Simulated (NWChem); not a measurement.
System meant: C$_{2}$H$_{4}$BClO; SMILES C=CB(Cl)O

Here is an NWChem input.

```
start job
memory heap 200 mb stack 900 mb global 1100 mb
geometry units angstroms noautoz
  B      0.232926    -0.034955     0.001553
  Cl    -0.349182    -1.721309    -0.000304
  C     -0.781791     1.139645     0.003619
  C     -0.378414     2.418032    -0.002800
  H     -1.855532     0.922633     0.009705
  H     -1.084076     3.255600    -0.002068
  H      0.686653     2.673169    -0.009184
  O      1.560480     0.197924     0.000698
  H      2.087296    -0.608332    -0.001206
end
basis spherical
  * library def2-svp
end
dft
  xc xpbe96 cpbe96
  iterations 4
  mulliken
end
task dft energy
```

End of the output:

```
    Atom       Charge   Shell Charges
 -----------   ------   -------------------------------------------------------
    1 B    5     5.35   1.96  0.54  0.24  1.47  0.78  0.37
    2 Cl  17    16.84   2.00  1.95  1.02  0.74  5.82  2.26  3.03  0.02
    3 C    6     6.10   1.97  0.61  0.32  1.89  1.24  0.07
    4 C    6     5.98   1.97  0.61  0.32  1.83  1.19  0.07
    5 H    1     0.96   0.63  0.26  0.07
    6 H    1     0.97   0.63  0.27  0.07
    7 H    1     0.97   0.63  0.27  0.07
    8 O    8     7.94   1.97  0.85  0.55  2.70  1.85  0.02
    9 H    1     0.90   0.55  0.17  0.18

 center of mass
 --------------
 x =   0.00119450 y =  -0.16607487 z =   0.00006893

 moments of inertia (a.u.)
 ------------------
         743.939985162964           0.000000000000           0.000000000000
           0.000000000000         222.713138508298          -0.000000000000
           0.000000000000          -0.000000000000         966.649868408569

     Multipole analysis of the density
     ---------------------------------

     L   x y z        total         alpha         beta         nuclear
     -   - - -        -----         -----         ----         -------
     0   0 0 0     -0.000000    -23.000000    -23.000000     46.000000

     1   1 0 0      0.317189      0.158595      0.158595      0.000000
     1   0 1 0      0.101730      0.050865      0.050865      0.000000
     1   0 0 1     -0.001204     -0.000602     -0.000602      0.000000

     2   2 0 0    -24.161936    -75.958646    -75.958646    127.755356
     2   1 1 0     -2.617488      3.421693      3.421693     -9.460873
     2   1 0 1     -0.013471      0.013358      0.013358     -0.040187
     2   0 2 0    -25.470331   -213.683581   -213.683581    401.896831
     2   0 1 1     -0.007591      0.017006      0.017006     -0.041603
     2   0 0 2    -27.652807    -13.826952    -13.826952      0.001098

 ------------------------------------------------------------------------
 dft energy failed                                                                                  0
 ------------------------------------------------------------------------
 ------------------------------------------------------------------------
  current input line :
    22: task dft energy
 ------------------------------------------------------------------------
 ------------------------------------------------------------------------
 This type of error is most commonly associated with calculations not reaching convergence criteria
 ------------------------------------------------------------------------
 For more information see the NWChem manual at https://nwchemgit.github.io

0:dft energy failed:Received an Error in Communication
```

Question: Find the fault in this run and fix the input.

Answer: Convergence was not reached. Cause: the SCF was allowed too few iterations. This input runs:
```
start job
memory heap 200 mb stack 900 mb global 1100 mb
geometry units angstroms noautoz
  B      0.232926    -0.034955     0.001553
  Cl    -0.349182    -1.721309    -0.000304
  C     -0.781791     1.139645     0.003619
  C     -0.378414     2.418032    -0.002800
  H     -1.855532     0.922633     0.009705
  H     -1.084076     3.255600    -0.002068
  H      0.686653     2.673169    -0.009184
  O      1.560480     0.197924     0.000698
  H      2.087296    -0.608332    -0.001206
end
basis spherical
  * library def2-svp
end
dft
  xc xpbe96 cpbe96
  iterations 150
  mulliken
end
task dft energy
```
It converges to -638.28397 Ha (PBE/def2-SVP).
